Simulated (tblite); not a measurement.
Compound: C₈H₁₂OP (charge -1).
Structure used (GFN2-xTB), in Å, numbered top down from 1:
```xyz
22
C8H12OP angstrom
C     -2.274   -1.321   -0.503
O     -1.597   -0.841    0.622
C     -0.553    0.050    0.280
C     -0.752    1.401    0.063
C     -2.086    2.080    0.167
P      0.757    2.207   -0.339
C      1.617    0.679   -0.208
C      3.093    0.532   -0.428
C      0.781   -0.371    0.123
C      1.230   -1.790    0.312
H     -2.723   -0.506   -1.087
H     -1.606   -1.887   -1.169
H     -3.068   -1.983   -0.146
H     -1.961    3.137    0.402
H     -2.646    2.013   -0.773
H     -2.685    1.610    0.950
H      3.535    1.495   -0.680
H      3.589    0.149    0.470
H      3.304   -0.167   -1.243
H      2.048   -1.852    1.034
H      0.400   -2.392    0.680
H      1.587   -2.224   -0.628
```

Calculated harmonic vibrations of the isolated species, GFN2-xTB (tblite), most abundant isotopes, no scaling. The method is semi-empirical: single wavenumbers can be off by several per cent or more. One conformer, not necessarily the lowest.

Harmonic wavenumbers (cm⁻¹): 71.0, 95.7, 107.8, 125.3, 136.8, 138.3, 152.7, 193.9, 238.4, 241.4, 270.1, 292.3, 359.6, 446.9, 458.0, 467.1, 520.0, 600.1, 631.5, 751.0, 851.2, 942.4, 1022.3, 1025.3, 1026.9, 1029.0, 1034.8, 1071.1, 1107.5, 1138.5, 1177.6, 1189.3, 1229.0, 1385.3, 1386.6, 1392.9, 1404.2, 1434.2, 1459.7, 1478.8, 1495.7, 1497.0, 1503.0, 1506.8, 1507.6, 1513.6, 1513.9, 1522.7, 2857.1, 2895.0, 2899.5, 2905.2, 2915.5, 2929.9, 2946.4, 2951.7, 2961.6, 2998.0, 3004.9, 3007.4.

A = 1517, B = 1075, C = 666.1 MHz; mass 155.063 u (most abundant isotopes); point group C1, symmetry number 1.

Zero-point energy?

½Σν̃ = 38708 cm⁻¹ = 110.67 kcal/mol.

Give the ideal-gas entropy at 350 K and 1 bar in the rigid-rotor, harmonic-oscillator model (classical rotation).

Translation 41.85, rotation 30.55, vibration 43.95: S = 116.3 cal/(mol K).

And Cp and H(350 K) − H(0)?

Cp = 50.71 cal/(mol K), of which vibrations give 42.76 (their classical limit is 60 R = 119.2); H(350 K) − H(0) = 10.88 kcal/mol without the zero-point energy, 8.09 from vibrations.

How do the functions run with temperature in this model?

```json
{"T (K)": "50", "S (cal/(mol K))": "59.6", "Cp (cal/(mol K))": "14.4", "H − H(0) (kcal/mol)": "0.50", "G − H(0) (kcal/mol)": "-2.48", "ln q(vib)": "0.34"}
{"T (K)": "100", "S (cal/(mol K))": "72.5", "Cp (cal/(mol K))": "23.5", "H − H(0) (kcal/mol)": "1.46", "G − H(0) (kcal/mol)": "-5.80", "ln q(vib)": "1.75"}
{"T (K)": "298.15", "S (cal/(mol K))": "108.7", "Cp (cal/(mol K))": "45.3", "H − H(0) (kcal/mol)": "8.39", "G − H(0) (kcal/mol)": "-24.01", "ln q(vib)": "8.73"}
{"T (K)": "373.15", "S (cal/(mol K))": "119.7", "Cp (cal/(mol K))": "53.1", "H − H(0) (kcal/mol)": "12.08", "G − H(0) (kcal/mol)": "-32.58", "ln q(vib)": "11.24"}
{"T (K)": "500", "S (cal/(mol K))": "136.9", "Cp (cal/(mol K))": "65.2", "H − H(0) (kcal/mol)": "19.60", "G − H(0) (kcal/mol)": "-48.87", "ln q(vib)": "15.32"}
{"T (K)": "750", "S (cal/(mol K))": "167.1", "Cp (cal/(mol K))": "83.3", "H − H(0) (kcal/mol)": "38.33", "G − H(0) (kcal/mol)": "-86.97", "ln q(vib)": "22.87"}
{"T (K)": "1000", "S (cal/(mol K))": "192.8", "Cp (cal/(mol K))": "95.3", "H − H(0) (kcal/mol)": "60.75", "G − H(0) (kcal/mol)": "-132.03", "ln q(vib)": "29.81"}
```

q(vib) and H(0) count from the zero-point level.

Which modes carry the vibrational entropy at 350 K?

71.0 cm⁻¹: 4.44; 95.7 cm⁻¹: 3.85; 107.8 cm⁻¹: 3.62; 125.3 cm⁻¹: 3.33; 136.8 cm⁻¹: 3.16; 138.3 cm⁻¹: 3.14 cal/(mol K); the other 54 give 22.41 together.

What must be added to the electronic energy to get the Gibbs energy at 350 K and 1 bar?

ZPE + [H(350 K) − H(0)] − T·S = 110.67 + 10.88 − 40.72 = 80.83 kcal/mol.

Hindered rotation and anharmonicity are outside this model. Other conformers, if any are populated, would add a mixing term that is left out. The structure is chiral; the term R ln 2 for an equal mix with its mirror image is left out.
